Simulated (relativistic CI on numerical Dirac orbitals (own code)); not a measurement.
## Hyperfine structure of Tl LIX, mass number 203

Calculated at this level of theory: Dirac-Coulomb-Breit CI, orbitals from a KLI potential per configuration, model QED (radiative potential, 1s self-energy scaled to tabulated hydrogen-like ionisation energies), unscaled Slater integrals (own radial code, finite nucleus).

Configurations in the expansion (outside the closed core [Ne]): 3s2 3p6 3d5, 3s2 3p5 3d6, 3s2 3p4 3d7, 3s 3p6 3d6, 3p6 3d7, 3s 3p5 3d7, 3s2 3p6 3d4 4s, 3s2 3p6 3d4 4p, 3s2 3p4 3d6 4s, 3s2 3p5 3d5 4s, 3s2 3p6 3d4 4f, 3s2 3p6 3d3 4s2, 3s 3p6 3d5 4s. Levels of other configurations are missing.

Nuclear spin I = 1/2, μ = 1.616 μN (tables of Stone and Pyykkö). The electronic factors are computed for point nuclear moments, without core polarisation or the Bohr-Weisskopf and QED corrections.

```json
{"Level": "3s2 3p6 3d5 2D_3/2", "E (cm⁻¹)": "1179841", "A (GHz)": "433.7"}
{"Level": "3s2 3p6 3d5 4D_7/2", "E (cm⁻¹)": "1708528", "A (GHz)": "173.4"}
{"Level": "3s2 3p6 3d5 4G_11/2", "E (cm⁻¹)": "1710236", "A (GHz)": "251.6"}
{"Level": "3s2 3p6 3d5 4G_9/2", "E (cm⁻¹)": "1728937", "A (GHz)": "219.6"}
```

Levels with J = 0, under 50 % of one LS term, or S terms without an open s electron are left out. Small factors come from cancelling terms and can be off by tens of per cent or more.

At this charge energies of transitions that change n are usually good to better than 1 %, and those within a shell (Δn = 0) to a few per cent.

Q: Give the hyperfine levels of 3s2 3p6 3d5 2D_3/2 relative to its centre of gravity.

A: With K = F(F + 1) − I(I + 1) − J(J + 1), E = AK/2: F = 1: -542.1, F = 2: 325.3 GHz.

LS names give the leading component of a level, which can be under half, so a name can repeat, a term be missing and a line seem to break the LS rules.
